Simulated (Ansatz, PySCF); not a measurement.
Dimer: hydrogen isocyanide (SMILES [C-]#[NH+]) (first 3 atoms) with CH4O (SMILES CO); geometry from B3LYP-D3(BJ)/def2-TZVP, rigid monomers moved along the line of their centres of mass till H3···O5 is 1.58 Å.
(charge 0, multiplicity 1):
```xyz
9

C     -0.11278    -0.62852    -0.25598
N     -0.13684    -0.18249     0.81773
H     -0.16687     0.19863     1.76612
C     -0.09214    -0.36248     4.23616
O     -0.19245     0.68400     3.26444
H      0.26201     0.02575     5.19341
H      0.63642    -1.07356     3.85277
H     -1.04758    -0.87365     4.37588
H     -0.84197     1.33341     3.55249
```

Counterpoise-corrected where a basis set is named; no monomer relaxation. Rows marked so take none.

Rows in 6-31G* carry no dispersion term and start afresh at each structure (6-31G* with six Cartesian d functions).

Run with Ansatz (a quantum-chemistry and plane-wave program); PySCF for 6-31G* rows. Each number belongs to the level named beside it.

**Question.** One of these levels gives -414.6 meV for the interaction energy. Which one is it?
(A) PBE/def2-TZVPPD
(B) BP86/6-31G* (no counterpoise)
(C) HF/aug-cc-pVDZ

**Answer.** B, BP86/6-31G* (no counterpoise). The others give -232.3 (HF/aug-cc-pVDZ), -336.6 (PBE/def2-TZVPPD)
